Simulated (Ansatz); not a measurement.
Process, species as SMILES: CB(C)C -> [CH2]B(C)C + H atom (the C-H bond at the site shown breaks; other sites are not compared here)
Each molecule is optimised on its own at B3LYP-D3(BJ)/def2-TZVP (Ansatz, a quantum-chemistry and plane-wave program), one conformer each, not searched for the lowest. Frequencies are from Ansatz.

Property: bond dissociation energy (enthalpy at 298 K, with B3LYP-D3(BJ) rigid-rotor harmonic-oscillator terms), in kJ/mol. Cores are frozen in the correlated levels unless marked. UHF or UKS for open shells. No spin-orbit coupling. Non-relativistic unless marked X2C. CBS(X,Y): correlation extrapolated as X^-3; Hartree-Fock from the larger set. [CCSD(T)-MP2]/basis is that difference in the basis named.

| level | program | bond dissociation energy (kJ/mol) |
|---|---|---|
| HF/STO-3G | Ansatz | 409.1 |
| B3LYP-D4/def2-TZVPD | Ansatz + dftd4 | 393.1 |
| PBE0-D4/def2-TZVP | Ansatz + dftd4 | 387.9 |
| PBE0-D4/def2-TZVPD | Ansatz + dftd4 | 387.9 |

Q: What does RI-MP2/CBS(cc-pVTZ,cc-pVQZ)+[CCSD(T)-MP2]/cc-pVTZ (Ansatz) give?

A: 403.8 kJ/mol, so PBE0-D4/def2-TZVPD differs from it by -15.9 kJ/mol.
